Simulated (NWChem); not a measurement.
System: hydrogen iodide (HI); SMILES I

Input file for NWChem:

```
start job
memory heap 200 mb stack 900 mb global 1100 mb
geometry units angstroms noautoz
  I      0.000000     0.000000     0.052007
  H      0.000000     0.000000    -1.565186
end
basis spherical
  * library def2-svp
end
ecp
  I library def2-ecp
end
dft
  xc slater vwn_5
  iterations 150
  mulliken
end
task dft energy
```

Excerpt of the output:

```
             Northwest Computational Chemistry Package (NWChem) 7.3.0
             --------------------------------------------------------

 ORDER OF PRIMARY AXIS IS BEING SET TO 4
 C4V symmetry detected

                             Geometry "geometry" -> ""
                             -------------------------

 Output coordinates in angstroms (scale by  1.889725989 to convert to a.u.)

  No.       Tag          Charge          X              Y              Z
 ---- ---------------- ---------- -------------- -------------- --------------
    1 I                   53.0000     0.00000000     0.00000000     0.02994802
    2 H                    1.0000     0.00000000     0.00000000    -1.58724498

 Effective nuclear repulsion energy (a.u.)      17.3426388792

      Symmetry information
      --------------------

 Group name             C4v
 Group number             18
 Group order               8
 No. of unique centers     2

                                 NWChem DFT Module
                                 -----------------

 Summary of "ao basis" -> "ao basis" (spherical)
 ------------------------------------------------------------------------------
       Tag                 Description            Shells   Functions and Types
 ---------------- ------------------------------  ------  ---------------------
 I                          def2-svp                10       26   4s4p2d
 H                          def2-svp                 3        5   2s1p

      Symmetry analysis of basis
      --------------------------

        a1         13
        a2          0
        b1          2
        b2          2
        e          14

            General Information
            -------------------
          SCF calculation type: DFT
          Wavefunction type:  closed shell.
          No. of atoms     :     2
          No. of electrons :    26
           Alpha electrons :    13
            Beta electrons :    13
          Charge           :     0
          Spin multiplicity:     1
          Use of symmetry is: on ; symmetry adaption is: on
          Maximum number of iterations: 150
          AO basis - number of functions:    31
                     number of shells:    13
          Convergence on energy requested:  1.00D-06
          Convergence on density requested:  1.00D-05
          Convergence on gradient requested:  5.00D-04

              XC Information
              --------------
                        Slater Exchange Functional  1.000 local
                      VWN V Correlation Functional  1.000 local

             Grid Information
             ----------------
          Grid used for XC integration:  medium
          Radial quadrature: Mura-Knowles
          Angular quadrature: Lebedev.
          Tag              B.-S. Rad. Rad. Pts. Rad. Cut. Ang. Pts.
          ---              ---------- --------- --------- ---------
          I                   1.40      123           7.0       590
          H                   0.35       45           7.0       434
          Grid pruning is: on
          Number of quadrature shells:   168
          Spatial weights used:  Erf1

      Superposition of Atomic Density Guess
      -------------------------------------

 Sum of atomic energies:        -347.62639888

      Non-variational initial energy
      ------------------------------

 Total energy =    -297.168365
 1-e energy   =    -534.099297
 2-e energy   =     228.750442
 HOMO         =      -0.350961
 LUMO         =       0.037860

      Symmetry analysis of molecular orbitals - initial
      -------------------------------------------------

 !! scf_movecs_sym_adapt:    4 vectors were symmetry contaminated

  Symmetry fudging
  Numbering of irreducible representations:

     1 a1          2 a2          3 b1          4 b2          5 e

  Orbital symmetries:

     1 a1          2 a1          3 e           4 e           5 a1
     6 e           7 e           8 b2          9 b1         10 a1
    11 a1         12 e          13 e          14 a1         15 a1
    16 a1         17 e          18 e          19 e          20 e
    21 b2         22 b1         23 a1

     ---------------------------------------------
      Total Density - Mulliken Population Analysis
     ---------------------------------------------

    Atom       Charge   Shell Charges
 -----------   ------   -------------------------------------------------------
    1 I   25    25.26   1.83  0.22  1.22  0.67  2.93  3.13  2.61  2.65  9.82  0.19
    2 H    1     0.74   0.50  0.22  0.02

   convergence    iter        energy       DeltaE   RMS-Dens  Diis-err
 ---------------- ----- ----------------- --------- --------- ---------
 d= 0,ls=0.0,diis     1   -297.8481224379 -3.06D+02  2.34D-02  1.38D-01
 d= 0,ls=0.0,diis     2   -297.8505439768 -2.42D-03  1.26D-02  8.89D-02
 d= 0,ls=0.0,diis     3   -297.8654609699 -1.49D-02  4.20D-03  1.24D-02
 d= 0,ls=0.0,diis     4   -297.8680029744 -2.54D-03  6.91D-04  1.42D-04
 d= 0,ls=0.0,diis     5   -297.8680197368 -1.68D-05  1.77D-04  2.35D-05
  Resetting Diis
 d= 0,ls=0.0,diis     6   -297.8680227233 -2.99D-06  1.36D-05  1.21D-07
 d= 0,ls=0.0,diis     7   -297.8680227488 -2.55D-08  1.91D-06  4.40D-10

         Total DFT energy =     -297.868022748780
      One electron energy =     -534.666507041857
           Coulomb energy =      250.740265232125
    Exchange-Corr. energy =      -22.122270976411
 Nuclear repulsion energy =        8.180490037363

 Numeric. integr. density =       25.999985300950

                  Occupations of the irreducible representations
                  ----------------------------------------------

                     irrep           alpha         beta
                     --------     --------     --------
                     a1                5.0          5.0
                     a2                0.0          0.0
                     b1                1.0          1.0
                     b2                1.0          1.0
                     e                 6.0          6.0

                       DFT Final Molecular Orbital Analysis
                       ------------------------------------

 Vector   11  Occ=2.000000D+00  E=-3.778041D-01  Symmetry=a1
              MO Center= -2.0D-16, -2.0D-16, -3.9D-01, r^2= 2.1D+00
   Bfn.  Coefficient  Atom+Function         Bfn.  Coefficient  Atom+Function
  ----- ------------  ---------------      ----- ------------  ---------------
    13      0.478547  1 I  pz                27     -0.378726  2 H  s
     3      0.277178  1 I  s                 16      0.266707  1 I  pz
     4      0.200022  1 I  s                 10     -0.197229  1 I  pz
    28     -0.185436  2 H  s                  7     -0.160209  1 I  pz
     1     -0.117651  1 I  s                  2     -0.114334  1 I  s

 Vector   12  Occ=2.000000D+00  E=-2.475498D-01  Symmetry=e
              MO Center= -3.1D-16, -1.8D-16,  2.6D-03, r^2= 2.0D+00
   Bfn.  Coefficient  Atom+Function         Bfn.  Coefficient  Atom+Function
  ----- ------------  ---------------      ----- ------------  ---------------
    12      0.604579  1 I  py                15      0.545124  1 I  py
     9     -0.247519  1 I  py                 6     -0.199323  1 I  py
    11     -0.101806  1 I  px                14     -0.091794  1 I  px
     8      0.041680  1 I  px                 5      0.033564  1 I  px

 Vector   13  Occ=2.000000D+00  E=-2.475498D-01  Symmetry=e
              MO Center= -3.2D-16, -1.4D-16,  2.6D-03, r^2= 2.0D+00
   Bfn.  Coefficient  Atom+Function         Bfn.  Coefficient  Atom+Function
  ----- ------------  ---------------      ----- ------------  ---------------
    11      0.604579  1 I  px                14      0.545124  1 I  px
     8     -0.247519  1 I  px                 5     -0.199323  1 I  px
    12      0.101806  1 I  py                15      0.091794  1 I  py
     9     -0.041680  1 I  py                 6     -0.033564  1 I  py

 Vector   14  Occ=0.000000D+00  E=-6.358360D-02  Symmetry=a1
              MO Center= -1.9D-16, -1.1D-16, -6.9D-01, r^2= 3.2D+00
   Bfn.  Coefficient  Atom+Function         Bfn.  Coefficient  Atom+Function
  ----- ------------  ---------------      ----- ------------  ---------------
    28      1.112968  2 H  s                 16      0.883448  1 I  pz
     4     -0.487569  1 I  s                 13      0.400056  1 I  pz
    27      0.373112  2 H  s                  3     -0.301914  1 I  s
    10     -0.161653  1 I  pz                 7     -0.128240  1 I  pz
     2      0.116692  1 I  s                 24      0.112804  1 I  d  0

 Vector   15  Occ=0.000000D+00  E= 2.080025D-01  Symmetry=a1
              MO Center=  1.0D-16,  1.9D-19, -5.0D-01, r^2= 3.0D+00
   Bfn.  Coefficient  Atom+Function         Bfn.  Coefficient  Atom+Function
  ----- ------------  ---------------      ----- ------------  ---------------
     3      1.845262  1 I  s                  4     -1.647810  1 I  s
    27      0.448357  2 H  s                 24      0.374869  1 I  d  0
     2     -0.321782  1 I  s                 28     -0.281794  2 H  s
    16      0.280378  1 I  pz                 1     -0.253328  1 I  s
    19     -0.180573  1 I  d  0              13     -0.130457  1 I  pz

 Vector   16  Occ=0.000000D+00  E= 2.786914D-01  Symmetry=a1
              MO Center=  1.5D-16,  8.3D-17, -3.2D-02, r^2= 4.2D+00
   Bfn.  Coefficient  Atom+Function         Bfn.  Coefficient  Atom+Function
  ----- ------------  ---------------      ----- ------------  ---------------
     4      1.538426  1 I  s                  3     -1.351182  1 I  s
    28     -0.912920  2 H  s                 13     -0.901387  1 I  pz
    16      0.560340  1 I  pz                27      0.404775  2 H  s
    24      0.283524  1 I  d  0               2      0.239929  1 I  s
     1      0.190952  1 I  s                 10      0.188377  1 I  pz

     ---------------------------------------------
      Total Density - Mulliken Population Analysis
     ---------------------------------------------

    Atom       Charge   Shell Charges
 -----------   ------   -------------------------------------------------------
    1 I   25    25.10   1.83  0.22  1.39  0.52  2.93  3.11  2.63  2.45  9.77  0.25
    2 H    1     0.90   0.64  0.24  0.02

     -------------------------------------------
      Total Density - Lowdin Population Analysis
     -------------------------------------------

    Atom       Charge   Shell Charges
 -----------   ------   -------------------------------------------------------
    1 I   25    25.01   1.25  0.74  1.09  0.79  2.77  3.18  2.51  2.67  9.46  0.57
    2 H    1     0.99   0.56  0.36  0.06

     Multipole analysis of the density
     ---------------------------------

     L   x y z        total         alpha         beta         nuclear
     -   - - -        -----         -----         ----         -------
     0   0 0 0     -0.000000    -13.000000    -13.000000     26.000000

     1   1 0 0     -0.000000     -0.000000     -0.000000      0.000000
     1   0 1 0     -0.000000     -0.000000     -0.000000      0.000000
     1   0 0 1     -0.282965      0.650827      0.650827     -1.584619

     2   2 0 0    -21.195433    -10.597717    -10.597717      0.000000
     2   1 1 0     -0.000000     -0.000000     -0.000000      0.000000
     2   1 0 1      0.000000      0.000000      0.000000      0.000000
     2   0 2 0    -21.195433    -10.597717    -10.597717      0.000000
     2   0 1 1      0.000000      0.000000      0.000000      0.000000
     2   0 0 2    -17.507809    -13.292314    -13.292314      9.076820
```

Level: LDA (Slater exchange, VWN5)/def2-SVP with def2 effective core potentials on I. All runs use the structure optimised with PBE0/def2-SVP. def2 effective core potentials on I; no spin-orbit coupling.
